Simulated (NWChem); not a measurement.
System: SiHSF, singlet; SMILES S[Si]F

NWChem input:

```
start job
memory heap 200 mb stack 900 mb global 1100 mb
geometry units angstroms noautoz
  Si     0.660022     0.638535     0.000000
  F     -0.722252     1.544823     0.000000
  S     -0.264527    -1.334335     0.000000
  H      0.957900    -1.940292     0.000000
end
basis spherical
  * library def2-svp
end
dft
  xc xtpss03 ctpss03
  iterations 150
  mulliken
end
task dft energy
```

Parts of the log:

```
             Northwest Computational Chemistry Package (NWChem) 7.3.0
             --------------------------------------------------------

 CS  symmetry detected

                             Geometry "geometry" -> ""
                             -------------------------

 Output coordinates in angstroms (scale by  1.889725989 to convert to a.u.)

  No.       Tag          Charge          X              Y              Z
 ---- ---------------- ---------- -------------- -------------- --------------
    1 Si                  14.0000     0.67271807     0.65039368     0.00000000
    2 F                    9.0000    -0.71048405     1.55526452     0.00000000
    3 S                   16.0000    -0.24980847    -1.32342285     0.00000000
    4 H                    1.0000     0.97323893    -1.92812668     0.00000000

 Effective nuclear repulsion energy (a.u.)     131.1731624891

      Symmetry information
      --------------------

 Group name             Cs
 Group number              2
 Group order               2
 No. of unique centers     4

                                 NWChem DFT Module
                                 -----------------

 Summary of "ao basis" -> "ao basis" (spherical)
 ------------------------------------------------------------------------------
       Tag                 Description            Shells   Functions and Types
 ---------------- ------------------------------  ------  ---------------------
 Si                         def2-svp                 8       18   4s3p1d
 F                          def2-svp                 6       14   3s2p1d
 S                          def2-svp                 8       18   4s3p1d
 H                          def2-svp                 3        5   2s1p

      Symmetry analysis of basis
      --------------------------

        a'         40
        a"         15

            General Information
            -------------------
          SCF calculation type: DFT
          Wavefunction type:  closed shell.
          No. of atoms     :     4
          No. of electrons :    40
           Alpha electrons :    20
            Beta electrons :    20
          Charge           :     0
          Spin multiplicity:     1
          Use of symmetry is: on ; symmetry adaption is: on
          Maximum number of iterations: 150
          AO basis - number of functions:    55
                     number of shells:    25
          Convergence on energy requested:  1.00D-06
          Convergence on density requested:  1.00D-05
          Convergence on gradient requested:  5.00D-04

              XC Information
              --------------
                  TPSS metaGGA Exchange Functional  1.000
             TPSS03 metaGGA Correlation Functional  1.000

             Grid Information
             ----------------
          Grid used for XC integration:  medium
          Radial quadrature: Mura-Knowles
          Angular quadrature: Lebedev.
          Tag              B.-S. Rad. Rad. Pts. Rad. Cut. Ang. Pts.
          ---              ---------- --------- --------- ---------
          Si                  1.10       88           8.0       590
          F                   0.50       49          10.0       434
          S                   1.00       88           8.0       590
          H                   0.35       45           9.0       434
          Grid pruning is: on
          Number of quadrature shells:   270
          Spatial weights used:  Erf1

      Superposition of Atomic Density Guess
      -------------------------------------

 Sum of atomic energies:        -785.87765316

      Non-variational initial energy
      ------------------------------

 Total energy =    -786.197210
 1-e energy   =   -1350.859760
 2-e energy   =     433.489388
 HOMO         =      -0.253547
 LUMO         =      -0.025857

      Symmetry analysis of molecular orbitals - initial
      -------------------------------------------------

  Numbering of irreducible representations:

     1 a'          2 a"

  Orbital symmetries:

     1 a'          2 a'          3 a'          4 a'          5 a'
     6 a'          7 a"          8 a'          9 a'         10 a'
    11 a"         12 a'         13 a'         14 a'         15 a'
    16 a"         17 a'         18 a'         19 a"         20 a'
    21 a"         22 a'         23 a'         24 a'         25 a'
    26 a'         27 a'         28 a"         29 a'         30 a"

     ---------------------------------------------
      Total Density - Mulliken Population Analysis
     ---------------------------------------------

    Atom       Charge   Shell Charges
 -----------   ------   -------------------------------------------------------
    1 Si  14    13.07   2.00  1.99  1.22  0.65  5.93  0.59  0.55  0.14
    2 F    9     9.62   1.99  1.15  0.78  3.53  2.16  0.00
    3 S   16    16.53   2.00  1.99  1.21  0.65  5.94  1.82  2.89  0.03
    4 H    1     0.78   0.57  0.19  0.03

   convergence    iter        energy       DeltaE   RMS-Dens  Diis-err
 ---------------- ----- ----------------- --------- --------- ---------
 d= 0,ls=0.0,diis     1   -787.8534939985 -9.19D+02  3.08D-02  5.73D-01
 d= 0,ls=0.0,diis     2   -787.4736392740  3.80D-01  1.99D-02  4.59D+00
 d= 0,ls=0.0,diis     3   -787.9252181664 -4.52D-01  7.10D-03  4.59D-02
 d= 0,ls=0.0,diis     4   -787.9255085269 -2.90D-04  4.09D-03  4.10D-02
 d= 0,ls=0.0,diis     5   -787.9329921775 -7.48D-03  5.75D-04  6.81D-04
  Resetting Diis
 d= 0,ls=0.0,diis     6   -787.9331097026 -1.18D-04  1.19D-04  3.14D-05
 d= 0,ls=0.0,diis     7   -787.9331154587 -5.76D-06  4.34D-05  1.30D-06
 d= 0,ls=0.0,diis     8   -787.9331153980  6.07D-08  2.21D-05  1.70D-06
 d= 0,ls=0.0,diis     9   -787.9331156615 -2.64D-07  3.45D-06  7.76D-08

         Total DFT energy =     -787.933115661531
      One electron energy =    -1352.101222514809
           Coulomb energy =      490.446725298946
    Exchange-Corr. energy =      -57.451780934771
 Nuclear repulsion energy =      131.173162489104

 Numeric. integr. density =       39.999996748705

                  Occupations of the irreducible representations
                  ----------------------------------------------

                     irrep           alpha         beta
                     --------     --------     --------
                     a'               16.0         16.0
                     a"                4.0          4.0

                       DFT Final Molecular Orbital Analysis
                       ------------------------------------

 Vector   18  Occ=2.000000D+00  E=-3.541548D-01  Symmetry=a'
              MO Center=  2.3D-02, -5.3D-02,  1.3D-15, r^2= 3.2D+00
   Bfn.  Coefficient  Atom+Function         Bfn.  Coefficient  Atom+Function
  ----- ------------  ---------------      ----- ------------  ---------------
     3      0.350272  1 Si s                 23     -0.316994  2 F  py
     2      0.218187  1 Si s                 43      0.219193  3 S  px
    26      0.214662  2 F  py                 4      0.205028  1 Si s
    44      0.195180  3 S  py                35     -0.189150  3 S  s
    41      0.186658  3 S  py                40      0.178841  3 S  px

 Vector   19  Occ=2.000000D+00  E=-2.604112D-01  Symmetry=a"
              MO Center= -1.4D-01, -1.0D+00, -3.4D-16, r^2= 1.9D+00
   Bfn.  Coefficient  Atom+Function         Bfn.  Coefficient  Atom+Function
  ----- ------------  ---------------      ----- ------------  ---------------
    45      0.598273  3 S  pz                42      0.421746  3 S  pz
    39      0.242393  3 S  pz                13      0.148220  1 Si pz
    24      0.135349  2 F  pz                10      0.123502  1 Si pz
    27     -0.104343  2 F  pz                 7     -0.066347  1 Si pz
    15     -0.059776  1 Si d -1              49     -0.027961  3 S  d  1

 Vector   20  Occ=2.000000D+00  E=-2.319940D-01  Symmetry=a'
              MO Center=  5.8D-01,  2.0D-01, -1.1D-16, r^2= 3.4D+00
   Bfn.  Coefficient  Atom+Function         Bfn.  Coefficient  Atom+Function
  ----- ------------  ---------------      ----- ------------  ---------------
     4      0.400348  1 Si s                  3      0.387999  1 Si s
    44     -0.345175  3 S  py                41     -0.248896  3 S  py
     2      0.237149  1 Si s                  8      0.236835  1 Si px
    43     -0.233720  3 S  px                22      0.217171  2 F  px
    11      0.209660  1 Si px                25     -0.163634  2 F  px

 Vector   21  Occ=0.000000D+00  E=-1.073407D-01  Symmetry=a"
              MO Center=  5.6D-01,  4.4D-01,  6.8D-14, r^2= 3.0D+00
   Bfn.  Coefficient  Atom+Function         Bfn.  Coefficient  Atom+Function
  ----- ------------  ---------------      ----- ------------  ---------------
    13      0.671779  1 Si pz                10      0.437620  1 Si pz
    45     -0.338113  3 S  pz                 7     -0.218506  1 Si pz
    24      0.207349  2 F  pz                42     -0.187716  3 S  pz
    27     -0.183887  2 F  pz                39     -0.105680  3 S  pz
    47      0.045224  3 S  d -1              17     -0.032901  1 Si d  1

 Vector   22  Occ=0.000000D+00  E=-1.842695D-02  Symmetry=a'
              MO Center=  6.2D-01,  3.5D-01,  1.4D-14, r^2= 3.8D+00
   Bfn.  Coefficient  Atom+Function         Bfn.  Coefficient  Atom+Function
  ----- ------------  ---------------      ----- ------------  ---------------
    12      0.833606  1 Si py                52      0.443549  4 H  s
    44      0.439913  3 S  py                21     -0.340130  2 F  s
    11     -0.330577  1 Si px                 9      0.320064  1 Si py
    51      0.244967  4 H  s                  6     -0.160086  1 Si py
    22      0.159795  2 F  px                25     -0.156018  2 F  px

[...]
```

Level: TPSS/def2-SVP. Low-valent species are run as closed-shell singlets; no triplet was tried in these runs. Geometry: optimised at PBE-D3(BJ)/def2-SVP.
